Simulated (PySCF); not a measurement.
Coordinates in bohr (charge -1 multiplicity 3):
```
Re    0.0000    0.0000    0.0000
Se    0.0000    0.0000    4.3748
Se    0.0000    0.0000   -4.3748
```

All numbers come from UPBE/[Re def2-SVPD with ECP60, Se def2-SVPD], scalar-relativistic core potentials, density fitting, no spin–orbit coupling, PySCF.

This geometry of [ReSe2]- is a stationary point at this level.

Problem. What is the point group?

Solution. D∞h.

Problem. Is it a minimum?

Solution. No: it has 2 imaginary modes (one degenerate set), at 35i cm⁻¹ (πu).

Problem. List the harmonic modes with their infrared intensities.

Solution. 
```json
{"symmetry": "πu", "ω (cm⁻¹)": "35i", "IR (km/mol, summed over degenerate members)": "–"}
{"symmetry": "σg+", "ω (cm⁻¹)": "268", "IR (km/mol, summed over degenerate members)": "0.0"}
{"symmetry": "σu+", "ω (cm⁻¹)": "320", "IR (km/mol, summed over degenerate members)": "81.3"}
```

Problem. Give the atomic charges and bond orders.

Solution. 
| atom | Mulliken | Löwdin | polar tensor | spin (Mulliken) | Mayer order to Re1 |
| --- | --- | --- | --- | --- | --- |
| Re1 | 0.10 | -0.31 | 0.45 | 2.51 | – |
| Se2,3 | -0.55 | -0.34 | -0.73 | -0.25 | 1.70 |
Other Mayer orders above 0.3: Se–Se 0.47.

In D∞h the vibrations span πu + σg+ + σu+. The σg+ mode carries no infrared intensity, as symmetry demands. With a centre of inversion only u modes can be infrared active and only g modes Raman active.

Only a few start shapes were tried, so a lower isomer may exist. Open d and f shells are described by one determinant, and the ground state may have another occupation or spin. The lowest empty level of this anion is unbound, so it and the gap depend on the basis. At this level a triplet minimum of C2v symmetry lies 6 kJ/mol below this structure. No spin–orbit coupling is included, which matters more the heavier the element.
